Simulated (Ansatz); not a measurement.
C₂₅H₁₈O₂S⁻, that is S-phenyldibenzothiophenium benzoate with one electron more. The state is a doublet with charge -1. Geometry r2SCAN-D4/def2-SVP; atoms count from 1.

Cartesian coordinates in Å:
```
O 1.478 0.636 -2.006
C 0.474 -0.053 -2.289
O -0.394 -0.544 -1.516
C 0.256 -0.347 -3.785
C 1.158 0.145 -4.739
C 0.970 -0.115 -6.100
C -0.129 -0.873 -6.523
C -1.036 -1.368 -5.576
C -0.842 -1.105 -4.217
H 2.002 0.732 -4.365
H 1.681 0.273 -6.839
H -0.280 -1.078 -7.589
H -1.897 -1.961 -5.905
H -1.525 -1.472 -3.445
C -2.379 -0.900 5.490
C -2.891 -1.761 4.489
C -2.512 -1.610 3.164
C -1.634 -0.559 2.781
S -0.968 -0.641 1.137
C 0.847 -0.915 1.071
C 1.456 -2.138 1.330
C 2.852 -2.184 1.357
C 3.605 -1.013 1.149
C 2.974 0.209 0.907
C 1.576 0.271 0.866
C 0.710 1.418 0.641
C 1.057 2.732 0.295
C 0.063 3.703 0.183
C -1.289 3.382 0.401
C -1.656 2.070 0.713
C -0.650 1.118 0.828
C -1.103 0.298 3.791
C -1.483 0.116 5.117
H -2.665 -1.034 6.538
H -3.600 -2.551 4.759
H -2.896 -2.289 2.394
H 0.852 -3.037 1.492
H 3.363 -3.137 1.529
H 4.698 -1.062 1.174
H 3.568 1.111 0.728
H 2.101 2.979 0.085
H 0.336 4.726 -0.096
H -2.057 4.157 0.317
H -2.702 1.789 0.870
H -0.412 1.099 3.510
H -1.075 0.787 5.882
```

Single mean-field runs in def2-TZVP are fitted with def2-universal-jkfit. In the doublet geometry the species has come apart into loosely held pieces.

**Question.** Estimate the Mulliken populations of the heavy atoms from the PBE0/def2-TZVP orbitals of Ansatz.

**Answer.** 
| atom | charge (e) | spin (α − β) |
| --- | --- | --- |
| O1 | -0.53 | 0.00 |
| C2 | 0.37 | 0.00 |
| O3 | -0.56 | 0.00 |
| C4 | 0.12 | 0.00 |
| C5 | -0.21 | 0.00 |
| C6 | -0.10 | 0.00 |
| C7 | -0.12 | 0.00 |
| C8 | -0.10 | 0.00 |
| C9 | -0.21 | 0.00 |
| C15 | -0.16 | 0.27 |
| C16 | -0.13 | -0.04 |
| C17 | -0.23 | 0.09 |
| C18 | 0.08 | 0.11 |
| S19 | 0.10 | 0.22 |
| C20 | 0.18 | 0.12 |
| C21 | -0.19 | 0.00 |
| C22 | -0.12 | 0.00 |
| C23 | -0.09 | 0.03 |
| C24 | -0.27 | -0.01 |
| C25 | 0.15 | 0.03 |
| C26 | 0.28 | 0.01 |
| C27 | -0.29 | 0.00 |
| C28 | -0.07 | 0.00 |
| C29 | -0.15 | 0.01 |
| C30 | -0.14 | -0.01 |
| C31 | 0.08 | 0.04 |
| C32 | -0.22 | 0.22 |
| C33 | -0.14 | -0.10 |
Mulliken values depend strongly on the basis.

**Question.** Where does the spin sit?

**Answer.** Summed by element: O 0.00, C 0.78, H 0.00, S 0.22, of 1 unpaired in all. Largest on single atoms: C15 0.27, S19 0.22, C32 0.22.

**Question.** And the Mayer bond orders between heavy atoms (over 0.3)?

**Answer.** O1–C2 1.74 (1.25 Å); C2–O3 1.62 (1.26 Å); C2–C4 0.92 (1.54 Å); C4–C5 1.44 (1.40 Å); C4–C9 1.44 (1.40 Å); C5–C6 1.40 (1.40 Å); C6–C7 1.40 (1.40 Å); C7–C8 1.41 (1.40 Å); C8–C9 1.40 (1.40 Å); C15–C16 1.30 (1.42 Å); C15–C33 1.37 (1.41 Å); C16–C17 1.53 (1.39 Å); C17–C18 1.26 (1.42 Å); C18–S19 1.05 (1.78 Å); C18–C32 1.27 (1.43 Å); S19–C20 0.85 (1.84 Å); S19–C31 0.88 (1.81 Å); C20–C21 1.33 (1.39 Å); C20–C25 1.37 (1.41 Å); C21–C22 1.42 (1.40 Å); C22–C23 1.36 (1.41 Å); C23–C24 1.47 (1.40 Å); C24–C25 1.35 (1.40 Å); C25–C26 0.93 (1.46 Å); C26–C27 1.37 (1.40 Å); C26–C31 1.26 (1.41 Å); C27–C28 1.47 (1.39 Å); C28–C29 1.36 (1.41 Å); C29–C30 1.41 (1.40 Å); C30–C31 1.38 (1.39 Å); C32–C33 1.48 (1.39 Å).
